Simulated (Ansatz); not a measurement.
BBr2, SMILES Br[B-]Br (connectivity only; charge and spin as stated), charge -1, multiplicity 1.

Coordinates come from a B3LYP-D3(BJ)/def2-SVPD optimisation.

Two levels are set side by side: PBE/def2-SVPD (Ansatz, an electronic-structure program) and ωB97X-V/def2-SVPD (Ansatz). Energy differences of separate SCF runs at the same geometry; the states with an electron removed or added have multiplicity 2. Differences are taken from unrounded values.

```tsv
quantity	ωB97X-V
vertical ionisation energy (eV)	2.58
vertical singlet–triplet gap (eV)	1.23
```

Question: What does PBE give, and how far is it from ωB97X-V? (The exact figures need the calculation; the answer reports its results.)

Answer: 
```json
[
 {"quantity": "vertical ionisation energy (eV)", "PBE": "2.41", "PBE minus ωB97X-V": "-0.18"},
 {"quantity": "vertical singlet–triplet gap (eV)", "PBE": "1.14", "PBE minus ωB97X-V": "-0.09"}
]
```
